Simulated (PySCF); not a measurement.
CHF₂O₃S, SMILES O=S([C](F)F)(O)=O, multiplicity 2. Atoms are numbered in the order given.

```xyz
8

O     -1.3311     0.0993    -1.2764
S     -0.7071     0.0793     0.0382
O     -1.2832    -0.5202     1.2217
O     -0.3079     1.6209     0.4358
C      0.9277    -0.6837    -0.1836
F      1.6296    -0.8365     0.9178
F      1.6436    -0.1540    -1.1591
H     -0.3335     2.1479    -0.3867
```
Charge 0, spin multiplicity 2.

Geometry: TPSSh-D3(BJ)/def2-SVP. The isomer is the one that the SMILES or the coordinates give; other isomers of the formula were not compared. One conformer was computed; it need not be the lowest.

Level of theory: PBE0/def2-TZVP in PySCF.

ESP charges are fitted to the potential on shells at 1.4 to 2.0 van der Waals radii. Atomic charges (e):

```json
[
 {"atom": "O1", "meta-Löwdin": "-0.77", "Mulliken": "-0.40", "ESP fit": "-0.41", "Mulliken spin": "0.00"},
 {"atom": "S2", "meta-Löwdin": "1.93", "Mulliken": "0.78", "ESP fit": "0.78", "Mulliken spin": "0.04"},
 {"atom": "O3", "meta-Löwdin": "-0.75", "Mulliken": "-0.37", "ESP fit": "-0.35", "Mulliken spin": "0.00"},
 {"atom": "O4", "meta-Löwdin": "-0.66", "Mulliken": "-0.38", "ESP fit": "-0.44", "Mulliken spin": "0.04"},
 {"atom": "C5", "meta-Löwdin": "0.28", "Mulliken": "0.24", "ESP fit": "0.13", "Mulliken spin": "0.80"},
 {"atom": "F6", "meta-Löwdin": "-0.20", "Mulliken": "-0.10", "ESP fit": "-0.04", "Mulliken spin": "0.06"},
 {"atom": "F7", "meta-Löwdin": "-0.21", "Mulliken": "-0.12", "ESP fit": "-0.07", "Mulliken spin": "0.06"},
 {"atom": "H8", "meta-Löwdin": "0.38", "Mulliken": "0.36", "ESP fit": "0.42", "Mulliken spin": "0.00"}
]
```

Question: Give the Mayer and Wiberg (Löwdin basis) orders of the bonds. (An estimate is asked for; the answer gives what the named calculation found.)

Answer: 
| bond | Mayer | Wiberg |
|---|---|---|
| O1–S2 | 1.90 | 2.39 |
| S2–O3 | 1.96 | 2.43 |
| S2–O4 | 1.08 | 1.45 |
| S2–C5 | 0.89 | 1.07 |
| C5–F6 | 1.16 | 1.95 |
| C5–F7 | 1.14 | 1.92 |
| O4–H8 | 0.84 | 1.02 |
